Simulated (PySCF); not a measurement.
Te(H)(OSiH3) (H₄OSiTe), SMILES [SiH3]O[TeH]. Coordinates come from a PBE0-D3(BJ)/def2-SVP optimisation. The def2 effective core potentials stand for the cores of Te; spin–orbit coupling is left out.

Task: Give the equilibrium geometry at PBE0-D3(BJ)/def2-SVP (PySCF confirms it by a frequency run) as bond lengths and angles. (An estimate is asked for; the answer gives what the named calculation found.)

Result: 
Atoms: Te1 H2 O3 Si4 H5 H6 H7. Bond lengths (Å): Te1–H2 1.673, Te1–O3 1.999, O3–Si4 1.674, Si4–H5 1.497, Si4–H6 1.491, Si4–H7 1.496. Angles (°): H2–Te1–O3 94.8, Te1–O3–Si4 121.4, O3–Si4–H5 111.0, O3–Si4–H6 106.3, O3–Si4–H7 111.4, H5–Si4–H6 109.7, H5–Si4–H7 108.4, H6–Si4–H7 109.9.
Charge 0, spin multiplicity 1.
